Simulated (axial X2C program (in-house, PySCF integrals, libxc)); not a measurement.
# Worked dissociation energy of TaF: CCSD, spin-free

All values were computed with an axial X2C code built on PySCF integrals. Spin-free means the one-electron spin-free X2C Hamiltonian. Basis: Ta dyall-cv3z [13s14p9d7f4g], F dyall-av3z [7s6p3d2f] (cores contracted in-house); Gaussian nuclei, density fitting, unrestricted open shells. Masses: Ta 180.948 u, F 18.998 u.

Molecular state: M_S = 1, Λ = 0 (beyond evenly filled blocks: δ+α, δ-α).

Correlated methods: 20 electrons correlated (number of frozen shells: Ta 4 s, 3 p, 2 d, 1 f; F 1 s), 314 virtual spin orbitals or spinors in MP2, 110 natural virtuals in coupled cluster.

```
E(Ta) (2M_S = 3, M_L = 3) : -15600.518378 hartree
E(F) (2M_S = 1, M_L = 0)  : -99.726270 hartree
E(TaF) at Re              : -15700.458407 hartree
ωe                        : 720.5 cm⁻¹
ωexe                      : 3.28 cm⁻¹
```

(1) Work out De and D0.

One determinant describes the state; a PBE0 search over occupations chose it and may have missed a lower one. Dissociation energies refer to the lowest single-determinant-based atoms at the same level and basis. CCSD ran in a truncated set of natural virtual spinors with an MP2 remainder; without triples it tends to underbind. Other states lie close and PBE0, whose exact exchange favours high spin, may order them wrongly; the determinant shown need not be the ground state. The nearest other spin-free determinant of the search, M_S = 2, Λ = 1, lies 0.37 eV up at the distance of the search. The determinant is spin-polarised beyond a pure state at some levels (its spin-free form has ⟨S²⟩ too high), which makes Re and μ there less reliable.

Each atomic determinant is the lowest at this level and need not be a pure term. Totals compare only within one Hamiltonian and basis.

Results:

(1) De = -15600.518378 + (-99.726270) − (-15700.458407) = 0.21376 hartree = 5.817 eV. The zero-point energy is ωe/2 − ωexe/4 = 359 cm⁻¹ = 0.045 eV, so D0 = 5.772 eV.
